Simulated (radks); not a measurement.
Problem. Ru2+, configuration [Kr] 4d6. All-electron calculation, Dirac Kohn-Sham, PBEsol, spin-unpolarised, spherical densities, point nucleus; open shells are shared between the two j in proportion to 2j + 1. Program: a radial shooting solver on a logarithmic mesh with Libxc functionals. Some entries of the table are withheld. Estimate them.

orbital  occ.  eigenvalue (eV)  <1/r> (bohr^-1)
1s1/2       2        -21933.40            45.86
2s1/2       2        -3170.481            10.49
2p1/2       2        -2931.589              (1)
2p3/2       4        -2800.786              (2)
3s1/2       2              (3)            3.623
3p1/2       2        -482.1562              (4)
3p3/2       4        -459.9563              (5)
3d3/2       4        -295.8088              (6)
3d5/2       6        -291.4817              (7)
4s1/2       2              (8)            1.355
4p1/2       2         -68.6888            1.235
4p3/2       4         -65.2542            1.195
4d3/2     2.4         -24.3511              (9)
4d5/2     3.6         -23.9769             (10)

Solution. 
(1) 2p1/2 <1/r> (bohr^-1): 10.47
(2) 2p3/2 <1/r> (bohr^-1): 9.918
(3) 3s1/2 eigenvalue (eV): -574.8174
(4) 3p1/2 <1/r> (bohr^-1): 3.525
(5) 3p3/2 <1/r> (bohr^-1): 3.392
(6) 3d3/2 <1/r> (bohr^-1): 3.216
(7) 3d5/2 <1/r> (bohr^-1): 3.181
(8) 4s1/2 eigenvalue (eV): -96.3798
(9) 4d3/2 <1/r> (bohr^-1): 0.8806
(10) 4d5/2 <1/r> (bohr^-1): 0.8707
